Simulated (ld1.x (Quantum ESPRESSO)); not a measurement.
u(r) = r·R(r): atom against pseudo-atom (N)

Columns: radius, all-electron u(r) and pseudo u(r) of the 2s shell (level -18.43 eV) of nitrogen in the configuration [He] 2s2 2p3; PBEsol, non-relativistic, PAW scheme, ld1.x (Quantum ESPRESSO) 7.5.

```tsv
r (bohr)	all-electron	pseudo
0.110	0.3864	-0.1684
0.220	0.2514	-0.3294
0.330	-0.0277	-0.4764
0.440	-0.3062	-0.6041
0.550	-0.5344	-0.7093
0.660	-0.7012	-0.7903
0.770	-0.8099	-0.8472
0.880	-0.8699	-0.8811
0.990	-0.8919	-0.8935
1.100	-0.8858	-0.8858
1.210	-0.8598	-0.8598
1.320	-0.8204	-0.8204
1.430	-0.7727	-0.7727
1.540	-0.7203	-0.7203
1.650	-0.6661	-0.6661
1.760	-0.6120	-0.6120
1.870	-0.5592	-0.5592
1.980	-0.5087	-0.5087
2.090	-0.4610	-0.4610
2.200	-0.4164	-0.4164
2.310	-0.3751	-0.3751
2.420	-0.3371	-0.3371
2.530	-0.3024	-0.3024
2.640	-0.2707	-0.2707
2.750	-0.2420	-0.2420
2.860	-0.2161	-0.2161
```

Question: How many radial nodes do the two functions have?

Answer: The all-electron 2s function has n − l − 1 = 1; the pseudo-wave has 0, since the states of the same l below it are removed with the core.

Question: At about which radius was the pseudo-wave matched?

Answer: 1.10 bohr, where the columns begin to agree (steps of 0.11 bohr).

Question: Where does each function peak?

Answer: Outermost all-electron maximum near 0.99 bohr, pseudo maximum near 0.99 bohr (to the table’s step).

Question: Is the pseudo-wave norm-conserving?

Answer: No, it belongs to a PAW set: the norm inside the radius is not constrained, and the difference is carried by the augmentation charge.
